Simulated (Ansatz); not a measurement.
Correlation energies of `C[S][GeH][F]` radical by basis set

```xyz
8

C     0.0581    0.6444    1.2138
S    -0.0034   -1.0706    0.6209
Ge    0.3897   -0.6691   -1.5215
F     0.0503   -2.1888   -2.3112
H    -0.5882    1.2965    0.6254
H    -0.3101    0.6249    2.2393
H     1.0781    1.0261    1.2152
H    -0.6744    0.3366   -2.0818
```

The species carries charge 0 and has multiplicity 2. Correlated methods include outer-core shells of Ge, which these sets cover unevenly. Scalar relativity is left out up to krypton. Geometry: relaxed with PBE0-D4/def2-TZVP. It is one conformer, not always the lowest. Frozen core, unrestricted reference, Ansatz 0.2.0.

| basis | HF (Eh) | MP2 corr. |
| --- | --- | --- |
| def2-SVP | -2612.05355 | -0.67068 |
| def2-TZVPP | -2612.63584 | -0.83389 |
| def2-QZVPP | -2612.69616 | -1.14772 |

Task: Estimate the CCSD correlation energy and the (T) correction in each basis where they were run (hartree).

Result: 
```json
{"basis": "def2-SVP", "CCSD corr.": "-0.70156", "(T)": "-0.01882"}
{"basis": "def2-TZVPP", "CCSD corr.": "-0.86410", "(T)": "-0.03354"}
```
